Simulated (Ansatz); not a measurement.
A CCSD(T) single point on `COB(S)OC`.

```yaml
crystal:
  periodic: [false, false, false]
  atoms:
    - {symbol: C, position_ang: [0.802801, -1.371686, -1.418783]}
    - {symbol: O, position_ang: [0.171046, -0.760885, -0.314286]}
    - {symbol: B, position_ang: [0.109721, 0.587806, -0.173246]}
    - {symbol: S, position_ang: [0.851558, 1.699543, -1.422804]}
    - {symbol: O, position_ang: [-0.507678, 1.130474, 0.903768]}
    - {symbol: C, position_ang: [-1.089078, 0.289776, 1.883755]}
    - {symbol: H, position_ang: [1.861950, -1.102089, -1.465322]}
    - {symbol: H, position_ang: [0.716792, -2.450934, -1.294974]}
    - {symbol: H, position_ang: [0.321683, -1.081673, -2.357435]}
    - {symbol: H, position_ang: [0.495389, 2.821631, -0.780303]}
    - {symbol: H, position_ang: [-1.525423, 0.933952, 2.646579]}
    - {symbol: H, position_ang: [-1.870911, -0.338497, 1.450026]}
    - {symbol: H, position_ang: [-0.337848, -0.357419, 2.343025]}
basis:
  gaussian: {orbitals: def2-TZVPP}
correlation: {method: ccsd_t}
```

```sh
$ ansatz run in.yaml --threads 2 --pin off --events-out ev --progress --plain --max-ram 20480MiB --backend cuda --devices 0, --max-vram 18GiB
```

The program prints (abridged):

```
Functional definition: HF
1764 factors; integrals over basis functions are off by at most 1.4e-3 eV
mean field evaluation 1: about -17737.2694 eV, gradient 4.2e1 eV
mean field evaluation 2: about -17737.6018 eV, gradient 4.2e1 eV
mean field evaluation 4: about -17741.4654 eV, gradient 4.8e0 eV
mean field evaluation 8: about -17741.5394 eV, gradient 3.0e-1 eV
mean field -17741.53983111 eV, -651.9895631457 hartree, gradient 2.6e-6 eV, S^2 0.000000; 0 other end points of the search recorded, 0 dependent functions left out
10 core orbitals not correlated: weight in the atoms' cores, before any rotation towards them, 1.000 or more for the frozen orbitals, at most 0.000 for the correlated occupied ones
reference -17741.53983111 eV, -651.9895631457 hartree; 18, 18 occupied and 267, 267 virtual orbitals, 1764 factors
second order -29.69783876 eV of doubles, -0.00000000 eV of singles
cycle   1  -30.16854558 eV  change   -4.7e-1 eV  update   1.2e-1
cycle   2  -30.87761420 eV  change   -7.1e-1 eV  update   3.3e-2
cycle   3  -31.03570491 eV  change   -1.6e-1 eV  update   1.7e-2
cycle   4  -31.02031972 eV  change    1.5e-2 eV  update   4.0e-3
cycle   5  -31.01899241 eV  change    1.3e-3 eV  update   1.8e-3
cycle   6  -31.01961829 eV  change   -6.3e-4 eV  update   5.1e-4
cycle   7  -31.01922705 eV  change    3.9e-4 eV  update   1.8e-4
cycle   8  -31.01915969 eV  change    6.7e-5 eV  update   5.3e-5
cycle   9  -31.01918438 eV  change   -2.5e-5 eV  update   1.8e-5
perturbative correction -1.23637738 eV, -0.0454360305 hartree
Total energy: -17773.79539287 eV, -653.1749331766 hartree
```

It took 5.5 s on 2 threads of an AMD EPYC 7R13 on a shared host and a share of an NVIDIA H100 80 GB, with 0.84 GiB of host memory at the peak.

MP2 recovers 92.1 % of the CCSD(T) correlation energy and the triples give 3.8 %; T1 = 0.0123.
